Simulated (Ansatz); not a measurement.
`[CH3][Al]([CH3])[CH2]S` and `[CH3][Al]([CH3])[CH2]Cl` differ in one atom or group.

Ansatz, PBE0-D4/def2-TZVP geometries, multiplicity 1. Each molecule was computed in one conformer, which needn't be the lowest. `[CH3][Al]([CH3])[CH2]S` holds a close contact that its SMILES doesn't draw: S···Al 2.52 Å. `[CH3][Al]([CH3])[CH2]Cl` holds a close contact that its SMILES doesn't draw: Cl···Al 2.50 Å.

```
                                      property  `[CH3][Al]([CH3])[CH2]S`
           HOMO energy (B3LYP/def2-TZVPP) / eV                     -6.62
size of the dipole moment (PBE/def2-TZVPP) / D                      1.00
             LUMO energy (PBE/def2-TZVPP) / eV                     -0.97
           LUMO energy (B3LYP/def2-TZVPP) / eV                     -0.34
          HOMO–LUMO gap (PBE0/def2-TZVPP) / eV                      6.75
            LUMO energy (PBE0/def2-TZVPP) / eV                     -0.07
```

Task: What does the change do to each property? (Best estimate.)

Result: Computed: 
```json
{"property": "HOMO energy (B3LYP/def2-TZVPP) / eV", "`[CH3][Al]([CH3])[CH2]Cl`": "-7.41", "shift": "-0.79"}
{"property": "size of the dipole moment (PBE/def2-TZVPP) / D", "`[CH3][Al]([CH3])[CH2]Cl`": "1.08", "shift": "0.08"}
{"property": "LUMO energy (PBE/def2-TZVPP) / eV", "`[CH3][Al]([CH3])[CH2]Cl`": "-1.22", "shift": "-0.25"}
{"property": "LUMO energy (B3LYP/def2-TZVPP) / eV", "`[CH3][Al]([CH3])[CH2]Cl`": "-0.54", "shift": "-0.20"}
{"property": "HOMO–LUMO gap (PBE0/def2-TZVPP) / eV", "`[CH3][Al]([CH3])[CH2]Cl`": "7.35", "shift": "0.60"}
{"property": "LUMO energy (PBE0/def2-TZVPP) / eV", "`[CH3][Al]([CH3])[CH2]Cl`": "-0.27", "shift": "-0.20"}
```

With PBE0 the HOMO falls by 0.80 eV and the LUMO falls by 0.20 eV, so the gap widens by about 0.60 eV. PBE moves the HOMO by -0.68 eV and ωB97M-V by -0.86 eV. Dipoles are sizes alone; their direction can turn.

B3LYP here is the variant with VWN-RPA as its local correlation; programs differ in this.
